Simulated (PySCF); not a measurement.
PySCF job for C2H9FOSi2, SMILES CO[Si@H](F)[SiH2]C, PBE0/pcSseg-1. Coordinates come from a B3LYP-D3(BJ)/def2-SVP optimisation. The structure was generated by enumeration; whether it is a known compound was not checked. The values are those of a single conformer.

```python
import numpy as np
from pyscf import gto, scf, dft
from pyscf.prop.nmr import rks as nmr

mol = gto.M(
    atom='''
    C     2.84185648    0.03026004   -0.01458318
    O     1.47202249   -0.19534394    0.24959978
    Si    0.23174685   -0.06644890   -0.84393396
    F     0.06681243    1.50284277   -1.28408178
    Si   -1.66548083   -0.73951307    0.34433801
    C    -1.68197685    0.19524428    1.98508681
    H     3.16774888   -0.46617468   -0.94772234
    H     3.43486723   -0.37772092    0.81828095
    H     3.05963022    1.10902529   -0.10219417
    H     0.58585836   -0.79008540   -2.10119776
    H    -1.58620764   -2.21561001    0.56719055
    H    -2.89698099   -0.46158540   -0.45483085
    H    -1.77502923    1.27786426    1.80620427
    H    -2.51810041   -0.12597379    2.62537062
    H    -0.73628019    0.01786890    2.52015796
    ''',
    basis='pcSseg-1',
    charge=0,
    spin=0,
    max_memory=1600,
    verbose=3,
)
mf = dft.RKS(mol, xc='pbe0').density_fit(auxbasis='def2-universal-jkfit')
mf.grids.level = 3
mf.conv_tol = 1e-10
mf.max_cycle = 100
mf.kernel()
n = nmr.NMR(mf)
n.verbose = 2
n.max_cycle_cphf = 60
sigma = n.kernel()
print('atom   isotropic/ppm   span/ppm')
for i, s in enumerate(sigma):
    w = np.linalg.eigvalsh((s + s.T) / 2)
    print(f'{mol.atom_symbol(i):2s}{i + 1:3d} {w.mean():14.3f} {w[2] - w[0]:11.3f}')
```

Output:

```
converged SCF energy = -835.210393649668
atom   isotropic/ppm   span/ppm
C   1        128.094      85.370
O   2        282.051     169.900
Si  3        341.681      74.885
F   4        337.075     164.790
Si  5        428.666      65.013
C   6        196.583      11.831
H   7         27.632       9.714
H   8         27.375      10.685
H   9         27.266      10.989
H  10         25.918       7.890
H  11         27.721       7.894
H  12         27.661       8.358
H  13         31.020      11.624
H  14         30.890      13.313
H  15         30.864      11.979
```

The calculation finished and met its thresholds.

Cost: roughly 40 core-seconds.
